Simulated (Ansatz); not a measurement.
`Cl[SiH]1BC1` and `I[SiH]1BC1` differ in one atom or group.

Ansatz, PBE0-D4/def2-TZVP geometries, multiplicity 1. 

Elements past krypton have def2 core potentials.

```
                                      property  `Cl[SiH]1BC1`
         HOMO–LUMO gap (B3LYP/def2-TZVPP) / eV           5.35
           LUMO energy (B3LYP/def2-TZVPP) / eV          -1.62
zero-point energy (PBE0-D4/def2-TZVP) / kJ/mol          126.2
         LUMO energy (ωB97M-V/def2-TZVPP) / eV           0.52
size of the dipole moment (PBE/def2-TZVPP) / D           1.33
            LUMO energy (PBE0/def2-TZVPP) / eV          -1.45
```

**Question.** What does the change do to each property? (An estimate is asked.)

**Answer.** Ansatz gave: 
| property | `I[SiH]1BC1` | shift |
| --- | --- | --- |
| HOMO–LUMO gap (B3LYP/def2-TZVPP) / eV | 5.01 | -0.34 |
| LUMO energy (B3LYP/def2-TZVPP) / eV | -1.80 | -0.18 |
| zero-point energy (PBE0-D4/def2-TZVP) / kJ/mol | 124.1 | -2.1 |
| LUMO energy (ωB97M-V/def2-TZVPP) / eV | 0.28 | -0.24 |
| size of the dipole moment (PBE/def2-TZVPP) / D | 1.22 | -0.11 |
| LUMO energy (PBE0/def2-TZVPP) / eV | -1.64 | -0.19 |

With PBE0 the HOMO rises by 0.16 eV and the LUMO falls by 0.19 eV, so the gap narrows by about 0.35 eV. PBE moves the HOMO by 0.13 eV and ωB97M-V by 0.20 eV. Dipoles are sizes alone; their direction can turn.

B3LYP here is the variant with VWN-RPA as its local correlation; programs differ in this.

Spin–orbit coupling is left out; it splits and shifts lone-pair levels of the heavy atoms by tenths of an eV.
